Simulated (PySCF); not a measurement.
**Question.** Write Cartesian coordinates for `C=C/C=C/C(=C)C#N` as optimised with GFN2-xTB.

**Answer.** 
```xyz
15
C7H7N angstrom
C      3.1193    0.2670   -0.3595
C      2.0553   -0.1897    0.2976
C      0.7016    0.1179   -0.0806
C     -0.3726   -0.3423    0.5798
C     -1.7431   -0.0443    0.2161
C     -2.8086   -0.5111    0.8854
C     -1.9565    0.7894   -0.9148
N     -2.1375    1.4612   -1.8252
H      3.0147    0.9013   -1.2242
H      4.1237    0.0251   -0.0587
H      2.1807   -0.8265    1.1642
H      0.5712    0.7556   -0.9460
H     -0.2483   -0.9803    1.4454
H     -3.8142   -0.2701    0.5868
H     -2.6900   -1.1452    1.7477
```

Orientation and origin are arbitrary. Atoms count from 1 in this order. The 8 heavy atoms lie in one plane (0.000 Å rms). The 6 C–C bonds span 1.331 Å (C1=C2, drawn double) to 1.449 Å (C4–C5, drawn single), a spread of 0.118 Å. Of the pairs four or more bonds apart, C7···H12 is among the closest relative to their van der Waals radii: 2.53 Å, 87 % of the sum of Bondi's values.

Bonds between heavy atoms (Å): C1=C2 1.331, C2–C3 1.439, C3=C4 1.342, C4–C5 1.449, C5=C6 1.342, C5–C7 1.421, C7≡N8 1.146.

Computed geometry: GFN2-xTB, gas phase.

Point group: Cs (tolerance 0.08 Å). Whether it is a minimum is left open (no frequencies). The numbers are those of one conformer (C1–C2–C3–C4 180°, C3–C4–C5–C6 180°).
